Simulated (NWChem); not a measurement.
CH₅FOSi₂; SMILES F[Si@H]1CO[SiH2]1

```xyz
10

F      0.3160     2.1957    -0.4844
Si     0.0231     0.8934     0.4525
C     -1.4417    -0.2123    -0.1102
O     -0.7693    -1.4779    -0.1852
Si     0.9032    -1.2066    -0.0583
H     -0.0363     1.3975     1.8569
H     -2.2895    -0.2779     0.5934
H     -1.8486     0.0799    -1.0955
H      1.6372    -1.3949    -1.3465
H      1.5297    -2.0838     0.9748
```
Atoms are numbered in this order, from 1.

All runs: NWChem. Pople sets run with spherical d functions. Structure relaxed at the PBE0/def2-SVP level. Total energies compare along this basis series because the functional is fixed.

```tsv
level	basis functions	energy (Ha)	highest occupied level (eV)	orbital gap (eV)	dipole (D)
TPSS/STO-3G	38	-785.5724	…	…	…
TPSS/3-21G	63	-791.0194	-6.09	5.19	1.07
TPSS/6-31G*	88	-795.2451	-6.43	5.35	0.81
TPSS/6-31+G*	108	-795.2612	-6.71	5.22	0.86
TPSS/6-311G**	136	-795.3610	-6.62	5.30	0.89
TPSS/6-311++G**	161	-795.3682	-6.75	5.19	0.94
```

### Question
What belongs in the gaps?

### Answer

- TPSS/STO-3G, highest occupied level (eV): -1.87
- TPSS/STO-3G, orbital gap (eV): 5.50
- TPSS/STO-3G, dipole (D): 1.42
